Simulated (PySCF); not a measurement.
# Stretching CaPb

Set-up: basis Ca def2-SVPD, Pb def2-SVPD with ECP60; scalar-relativistic core potentials; PySCF 2.14. Energies in eV from Ca + Pb in their ground configurations at the same level. All curves are PBE0. state 1: Ms = 1 determinant of mixed spin (⟨S²⟩ near 2.3), unpaired electrons π ↑↑; state 2: Ms = 0 determinant of mixed spin (⟨S²⟩ near 1.0), unpaired electrons π ↑↓, a mixture of terms (⟨Lz²⟩ = 2.0), a second solution, started from another occupation; state 3: ³Π (triplet), unpaired electrons σ ↑, π ↑, a second solution, started from another occupation; state 4: Ms = 0 determinant of mixed spin (⟨S²⟩ near 1.0), unpaired electrons σ ↓, π ↑, a second solution, started from another occupation.

```json
{"R (Å)": "2.637", "state 1": "-0.778", "state 2": "-0.4507", "state 3": "0.5714", "state 4": "0.6270"}
{"R (Å)": "2.759", "state 1": "-1.064", "state 2": "-0.7368", "state 3": "0.0952", "state 4": "0.1494"}
{"R (Å)": "2.882", "state 1": "-1.217", "state 2": "-0.8886", "state 3": "-0.2235", "state 4": "-0.1683"}
{"R (Å)": "2.974", "state 1": "-1.270", "state 2": "-0.9388", "state 3": "-0.3850", "state 4": "-0.3276"}
{"R (Å)": "3.066", "state 1": "-1.283", "state 2": "-0.9492", "state 3": "-0.4953", "state 4": "-0.4343"}
{"R (Å)": "3.158", "state 1": "-1.268", "state 2": "-0.9300", "state 3": "-0.5653", "state 4": "-0.4996"}
{"R (Å)": "3.281", "state 1": "-1.215", "state 2": "-0.8724", "state 3": "-0.6112", "state 4": "-0.5373"}
{"R (Å)": "3.434", "state 1": "-1.117", "state 2": "-0.7693", "state 3": "-0.6149", "state 4": "-0.5277"}
{"R (Å)": "3.618", "state 1": "-0.975", "state 2": "-0.6258", "state 3": "-0.5709", "state 4": "-0.4637"}
{"R (Å)": "3.863", "state 1": "-0.778", "state 2": "-0.4346", "state 3": "-0.4745", "state 4": "-0.3348"}
```

**Question.** Put a parabola through the three lowest points of the state 1 curve and estimate Re, k and ωe (reduced mass 33.52 u; 1 eV/Å² = 0.16022 mdyn/Å; ωe = 1302.8·√(k/μ) cm⁻¹).

**Answer.** Through R = 2.974, 3.066, 3.158 Å the second-order coefficient is 1.65 eV/Å², so Re ≈ 3.063 Å, k ≈ 0.530 mdyn/Å and ωe ≈ 164 cm⁻¹. A polynomial fit of higher order to the unrounded PBE0 energies gives Re = 3.059 Å, k = 0.563 mdyn/Å, ωe = 169 cm⁻¹; anharmonicity and rounding make the difference.

The higher-order fit for each curve: state 1: Re = 3.059 Å, ωe = 169 cm⁻¹, De = 1.28 eV; state 2: Re = 3.048 Å, ωe = 173 cm⁻¹, minimum 0.95 eV below the ground-state fragments; state 3: Re = 3.366 Å, ωe = 127 cm⁻¹, minimum 0.62 eV below the ground-state fragments; state 4: Re = 3.327 Å, ωe = 139 cm⁻¹, minimum 0.54 eV below the ground-state fragments.

Closed-shell solutions of metal pairs were not tested for spin polarisation, which can lower them a little. Spin–orbit coupling is left out, which matters for elements this heavy, above all for dissociation energies. The state is the lowest determinant that a PBE0 search found; another state may lie lower at other levels.
